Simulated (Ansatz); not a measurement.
This geometry of BGeH$_{6}$NSSi (11 atoms, charge 0, multiplicity 1) is a first-order saddle point.

All numbers below come from RKS PBE/def2-SVP (Ansatz 0.2.0).

```xyz
11
Properties=species:S:1:pos:R:3
N -1.860 1.545 -0.265
Ge -1.039 -0.078 0.189
Si 1.245 -0.323 0.942
B 1.397 -1.295 -0.834
S -0.150 -1.081 -1.720
H -1.527 2.303 0.347
H -1.589 1.814 -1.221
H -2.153 -1.032 0.717
H 1.519 -1.003 2.260
H 1.930 1.024 0.961
H 2.293 -1.930 -1.354
```

Task: Which two structures does it join? (They come from a converged band through this point; their orientation in space is the band's.)

Result: No bond is made or broken. The dihedral H6–N1–Ge2–Si3 goes from -140 to 40°.

First end point:

```xyz
11
Properties=species:S:1:pos:R:3
N -1.670 1.641 -0.216
Ge -0.924 0.032 0.237
Si 1.416 -0.331 0.701
B 1.257 -1.553 -0.910
S -0.345 -1.275 -1.649
H -2.578 1.897 0.178
H -1.070 2.455 -0.365
H -2.062 -0.745 0.964
H 1.826 -0.790 2.081
H 2.177 0.944 0.414
H 2.038 -2.334 -1.415
```

Last end point:

```xyz
11
Properties=species:S:1:pos:R:3
N -1.608 1.726 0.069
Ge -0.939 0.025 0.295
Si 1.391 -0.341 0.758
B 1.262 -1.479 -0.919
S -0.350 -1.219 -1.646
H -1.011 2.373 -0.456
H -2.569 1.785 -0.286
H -2.093 -0.763 0.977
H 1.762 -0.898 2.111
H 2.158 0.950 0.577
H 2.063 -2.216 -1.459
```

Task: How far does it lie above each of them?

Result: 2.9 kcal/mol above the first and 4.4 kcal/mol above the second. This is the barrier of this one path; another mechanism may lie lower.

Time of the run: 110 s on 2 threads of AMD EPYC 7B13 (Zen 3) (shared host), peak memory 0.2 GiB.
